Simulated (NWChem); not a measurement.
## Atomisation of ClGa

```xyz
2

Ga     0.0000     0.0000    -0.7912
Cl     0.0000     0.0000     1.4428
```
Charge 0, spin multiplicity 1.

All runs are NWChem calculations. The geometry was optimised at PBE/def2-SVP, a minimum by its harmonic frequencies.

Basis set: def2-TZVP. The atomisation energy is electronic alone: no zero-point, thermal, spin-orbit or counterpoise terms. No value is extrapolated to the basis-set limit. Free atoms are single determinants with multiplicities Ga 2, Cl 2.

The Hamiltonian is non-relativistic. B3LYP has NWChem's definition, with VWN1-RPA local correlation. The structure started from a generated list of species. No SCF solution was tested for a lower state. Open-shell Hartree-Fock references start from PBE0 orbitals.

**Question.** One of these methods gave an atomisation energy of 83.7 kcal/mol. Which?
(A) B3LYP
(B) BP86
(C) PBE0
(D) HF

**Answer.** D, HF. The others give 109.5 (B3LYP), 113.6 (BP86), 111.7 (PBE0).
